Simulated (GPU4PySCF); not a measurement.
hexaazatrinaphthylene (C24H12N6), SMILES c1ccc2nc3c(nc2c1)c1nc2ccccc2nc1c1nc2ccccc2nc31.

Geometry optimised at PBE0-D3(BJ)/def2-SVP.

Calculation: PBE/def2-SVP in GPU4PySCF.

Computed frontier levels, gap, dipole moment and polarisability:
```
Quantity                                                                                                           Value
---------------------------------------------------------------------------------------------  -------------------------
highest occupied level                                                                                          -5.52 eV
lowest empty level                                                                                              -3.42 eV
orbital gap                                                                                                      2.10 eV
dipole moment                                                                                                     0.00 D
quadrupole, principal values (traceless, Buckingham form, about the centre of nuclear charge)   -30.01, 15.00, 15.00 D·Å
mean static polarisability                                                                        380.7 bohr³ (56.42 Å³)
polarisability, principal values                                                               111.2, 515.5, 515.5 bohr³
```
